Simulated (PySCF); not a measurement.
Fe(OH)3 holds Fe(III), d5, at total charge 0. The structure is a model geometry with rigid ligands and bond lengths from ionic radii, not a minimum; coordination trigonal planar, point group C3h, metal–donor distances 1.79 Å.

```
7

Fe    0.000    0.000    0.000
O     1.795    0.000    0.000
H     2.335    0.800    0.000
O    -0.897    1.555    0.000
H    -1.860    1.622    0.000
O    -0.897   -1.555    0.000
H    -0.475   -2.422    0.000
```

Method (PySCF 2.14, density fitting): CASSCF(5,5) with orbitals averaged over all microstates of the shell, strongly contracted NEVPT2 on the averaged canonical orbitals; basis x2c-TZVPall on the metal, x2c-SVPall elsewhere; spin-free X2C; gas phase; spin-orbit coupling by state interaction with the mean-field operator over all roots.

(1) What is the ground state?

(2) Which is the lowest state of another spin?

(3) Give the fitted ligand-field and repulsion parameters.

(4) What magnetic behaviour follows?

NEVPT2 on the d shell alone tends to put d–d bands too high for such charged or covalently bound ions. Gaps between spin states lean to high spin in this active space.

The job took 8.7 s on one thread of Arm Neoverse V1 (shared host), with 105 basis functions, launched as `OMP_NUM_THREADS=1 python lf_run.py task.json out`.

Answers

(1) 6A' (S = 5/2, orbital degeneracy 1), orbital occupations from the lowest 1.0 1.0 1.0 1.0 1.0, by NEVPT2.

(2) 4E' at 20709 cm⁻¹ by NEVPT2; CASSCF alone puts it at 27248 cm⁻¹ above the same ground state.

(3) At CASSCF level (the NEVPT2 levels don't fit a ligand-field model well): orbital energies 0, 2890, 2890, 13113, 13113 cm⁻¹; B = 1084 cm⁻¹; C = 4137 cm⁻¹; B over its free-ion value at the same level 0.838; rms of the fit 298 cm⁻¹; ζ = 412 cm⁻¹ (free ion 466).

(4) The ground multiplet follows a spin Hamiltonian with S = 5/2, g = 2.002, 2.002, 2.002, D = -0.28 cm⁻¹, E/|D| = 0.00 (spin-orbit part alone); the lowest levels hold 100 % of the spin-free ground state. μeff is 5.92 μB at 300 K and 5.92 μB at 10 K; the spin-only value is 5.92 μB.
